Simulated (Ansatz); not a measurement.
Species: C6H7, net charge 0, doublet state. It need not be the lowest isomer of its formula. 
Structure (B3LYP-D3(BJ)/def2-TZVP (Ansatz, a quantum-chemistry and plane-wave program) minimum search):
```
C
C 1 1.3565
H 2 1.0818 1 121.61
H 2 1.0820 3 117.30 1 -180.00
C 1 1.4207 2 127.61 3 -180.00
H 5 1.0802 1 124.57 2 0.00
C 5 1.4144 6 125.62 1 -180.00
C 7 1.3674 5 110.46 6 180.00
H 8 1.0794 7 126.32 5 -180.00
H 7 1.0812 8 125.07 9 0.00
C 8 1.5008 9 124.24 7 -180.00
H 11 1.0949 8 112.07 9 -59.78
H 11 1.0949 12 106.41 8 -122.83
```
Charge 0, spin multiplicity 2.

Parts of the frozen-core correlation energy in 6-31G* (Ansatz, hartree). Frozen orbitals: 6; correlated occupied orbitals by spin: 16 and 15; virtual: 82 and 83. UHF or UKS for open shells. Spin-orbit coupling is left out. No relativistic terms.

```tsv
term	value
reference (HF)	-231.24139
MP2 opposite-spin	-0.52408
MP2 same-spin	___
CCSD correlation	___
(T)	___
T1 diagnostic	0.033
largest doubles amplitude	0.086
<S^2> of the reference	1.179
```

### Question
Complete the blanks.

### Answer

- MP2 same-spin, value: -0.18133
- CCSD correlation, value: -0.77791
- (T), value: -0.03087
